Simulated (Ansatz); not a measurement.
S (SMILES [S]), triplet; WB97M-V/cc-pVTZ in Ansatz (an electronic-structure program).

Ansatz was given this input:
Ansatz 0.2 input:
```yaml
crystal:
  periodic: [false, false, false]
  atoms:
    - {symbol: S, position_ang: [0.00000000, 0.00000000, 0.00000000]}
basis:
  gaussian:
    orbitals: cc-pVTZ
hamiltonian:
  xc: {name: wB97M-V}
magnetization: {spin_polarized: true, initial_magnetization: 2}
```

Question: Predict the main parts of the log of this Ansatz run.

Answer: 
```
Functional definition: wB97M-V
275 factors; their error is unknown
45 factors; integrals over basis functions are off by at most 5.7e-5 eV
mean field evaluation 1: about -10832.7224 eV, gradient 3.4e0 eV
mean field evaluation 2: about -10832.7864 eV, gradient 6.6e-1 eV
mean field evaluation 4: about -10832.7901 eV, gradient 4.6e-2 eV
mean field evaluation 8: about -10832.7934 eV, gradient 1.3e-3 eV
mean field -10832.79343564 eV, -398.0978160286 hartree, gradient 2.0e-5 eV, S^2 2.002689; 0 other end points of the search recorded, 0 dependent functions left out
reference -10832.79345788 eV, -398.0978168459 hartree; 9, 7 occupied and 25, 27 virtual orbitals, 275 factors
Total energy: -10832.79345788 eV, -398.0978168459 hartree
```
